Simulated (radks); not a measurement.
Spherical quantum dot in the effective-mass picture: electrons in a parabolic well V = omega^2 r^2 / 2 with omega = 3.24, with a point charge +1 (a donor) at the centre, all in effective atomic units (hartree* = m*/eps^2 hartree, bohr* = eps/m* bohr), one dielectric constant everywhere. Method: non-relativistic Kohn-Sham, PBE, spin-polarised, spherical densities; computed with a radial shooting solver with Libxc functionals. Levels are named by radial order and angular momentum (1s, 1p, 1d, 2s, ...), and open shells are averaged over m. Each electron was tried in the lowest free levels, single moves between levels near the top were tried too, and the lowest total energy was kept; such a search can miss a lower state. At N = 1 the Hartree and exchange-correlation terms need not cancel, so that row can carry a self-interaction error.

N	open shells	2S	E (hartree*)	addition energy mu(N+1) - mu(N) (hartree*)	rms radius (bohr*)
1	1s(up 1, down 0)	1	2.67823	1.559	0.6071
2	none	0	6.91580	4.699	0.6340
3	1p(up 1, down 0)	1	15.8525	0.9011	0.7336
4	1p(up 2, down 0)	2	25.6902	0.9271	0.7857
5	1p(up 3, down 0)	3	36.4551	1.221	0.8210
6	1p(up 3, down 1)	2	48.4413	0.8458	0.8499
7	1p(up 3, down 2)	1	61.2733	0.8681	0.8735
8	none	0	74.9734	3.316	0.8941
9	2s(up 1, down 0)	1	91.9890	0.8893	0.9288
10	none	0	109.894	0.9200	0.9580
11	1d(up 1, down 0)	1	128.719	0.7357	0.9835
12	1d(up 2, down 0)	2	148.280	0.7352	1.006
13	1d(up 3, down 0)	3	168.575	0.7312	1.026
14	1d(up 5, down 0) 2s(up 1, down 0)	6	189.603	0.7318	1.044
15	1d(up 5, down 0)	5	211.361	0.9265	1.061
16	1d(up 5, down 1)	4	234.047	0.6961	1.077
17	1d(up 5, down 2)	3	257.428	0.6963	1.092
18	1d(up 5, down 3)	2	281.506	0.6946	1.106
19	1d(up 5, down 4)	1	306.279	0.6918	1.119
20	none	0	331.743	3.000	1.132
21	1f(up 1, down 0)	1	360.206	0.6281	1.149
22	1f(up 2, down 0)	2	389.298	0.6268	1.165
23	1f(up 3, down 0)	3	419.017	0.6249	1.181
24	1f(up 4, down 0)	4	449.360	0.6227	1.195
25	1f(up 5, down 0)	5	480.326	0.6203	1.209
26	1f(up 6, down 0)	6	511.913	0.6176	1.222
27	1f(up 7, down 0)	7	544.117	0.7920	1.234
28	1f(up 7, down 1)	6	577.113	0.5990	1.246
29	1f(up 7, down 2)	5	610.708	0.5980	1.258
30	1f(up 7, down 3)	4	644.901	0.5967	1.269
31	1f(up 7, down 4)	3	679.691	0.5949	1.280
32	1f(up 7, down 5)	2	715.075	0.5929	1.290
33	1f(up 7, down 6)	1	751.053	0.5908	1.301
34	none	0	787.621	0.7591	1.310
35	2p(up 1, down 0)	1	824.949	0.5983	1.320
36	2p(up 2, down 0)	2	862.874	-	1.330

All shells are closed at N = 2, 8, 10, 20, 34 (there: 1s2 1p6 1d10 2s2 1f14); the second difference of the energy has clear peaks (12 % above both neighbours; the first and last values, which can be the largest, are not judged, and half-filled shells can peak too) at N = 2, 5, 8, 15, 20, 27, 34.
